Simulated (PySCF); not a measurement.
Finite-field polarisability of I (iodine, neutral)

[Kr] 4d10 5s2 5p5, 2P determinant. Computed with PySCF 2.14 in aug-cc-pVQZ-PP with ECP28MDF, with scalar relativity through the core potential. Frozen: 4s2 4p6 4d10. Energy changes in a uniform field (μhartree):

| axis | F (au) | HF | MP2 | CCSD | CCSD(T) |
| --- | --- | --- | --- | --- | --- |
| x | 0.0026 | -99.979 | -102.291 | -101.801 | -102.386 |
| x | 0.0052 | -400.033 | -409.298 | -407.339 | -409.684 |
| y | 0.0025 | -103.469 | -106.018 | -105.160 | -105.932 |
| y | 0.005 | -414.099 | -424.319 | -420.878 | -423.978 |

By symmetry the remaining axis equals y.

Question: Derive α along x at CCSD(T) from the two fields.

Answer: With ΔE = −αF²/2 − γF⁴/24, α = −(16 ΔE(F) − ΔE(2F))/(6F²) = 30.29 bohr³.

Question: And the mean polarisability at each level?

Answer: The components xx, yy, zz at CCSD(T) are 30.29, 33.89, 33.89, the third axis being equal by symmetry to one of the two computed. Means: HF 31.93, MP2 32.70, CCSD 32.47, CCSD(T) 32.69 bohr³. Reference: 32.9 ± 1.3 bohr³ (recommended; Schwerdtfeger and Nagle, table of static dipole polarizabilities (2023 update)).
